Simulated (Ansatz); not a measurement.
Wavefunction ladder for CH₄ClInSe, SMILES `C[Se][InH][Cl]`

Cartesian coordinates in Å:
```
C -0.251 -1.351 -0.575
Se -1.415 -0.295 0.599
In 0.020 1.702 0.877
Cl 2.035 1.467 -0.296
H 0.713 -1.519 -0.103
H -0.765 -2.300 -0.722
H -0.119 -0.847 -1.528
H -0.219 3.143 1.750
```

Total charge 0; spin multiplicity 1. Correlated methods include outer-core shells of In, Se, which these sets cover unevenly. Scalar relativity is left out up to krypton. In: def2 effective core potential. Geometry: relaxed with PBE0-D4/def2-TZVP. It is one conformer, not always the lowest. Frozen core, restricted reference, the Gaussian-basis code of Ansatz.

```tsv
basis	HF (Eh)	MP2 corr.	CCSD corr.	(T)	CCSD(T) total
def2-SVP	-3088.35785	-0.59524	-0.63412	?	?
def2-TZVPP	?	?	-0.95081	-0.03601	?
def2-QZVPP	?	-1.44499	–	–	–
```

Problem. Fill in the withheld values. (Estimate.)

Solution. The calculation gave: def2-SVP (T): -0.01766; def2-SVP CCSD(T) total: -3089.00963; def2-TZVPP HF (Eh): -3088.86724; def2-TZVPP MP2 corr.: -0.92133; def2-TZVPP CCSD(T) total: -3089.85406; def2-QZVPP HF (Eh): -3088.93046.
